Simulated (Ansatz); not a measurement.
Born–Oppenheimer molecular dynamics of ClH₃Sn (5 atoms, charge 0, multiplicity 1). It starts from a relaxed structure.

Level of theory: RKS PBE0/def2-SVPD (Ansatz 0.2.0).

```
ensemble                      : NVE (velocity Verlet)
time step                     : 0.5 fs
steps asked                   : 300
starting velocities drawn for : 300 K
seed                          : 864600
```

First frame:

```xyz
5
Properties=species:S:1:pos:R:3
Sn 0.000 0.000 -0.067
Cl 0.000 0.000 2.307
H 1.643 0.000 -0.522
H -0.821 1.423 -0.523
H -0.821 -1.423 -0.523
```

Q: How far do the bonds stretch over the last three quarters of this one trajectory? (Pairs bonded in most of those frames.)

A: 
```tsv
bond	mean (Å)	spread (Å)	shortest	longest
Sn1–Cl2	2.377	0.004	2.37	2.38
Sn1–H3	1.705	0.006	1.69	1.72
Sn1–H4	1.711	0.043	1.64	1.77
Sn1–H5	1.707	0.015	1.68	1.73
```

Mean temperature of the second half: 148 K. The conserved energy stayed within 0.062 meV per atom of its start (net change 0.043 meV per atom), so the integration is sound. Over the second half the temperature averaged 0.49 of the 300 K drawn at the start: a run that starts near a minimum puts about half its kinetic energy into the potential. A run of 0.15 ps of so small a system gives no equilibrium averages.

Time of the run: 18 min on 1 thread of Arm Neoverse V1, on a shared host, peak memory 0.16 GiB.
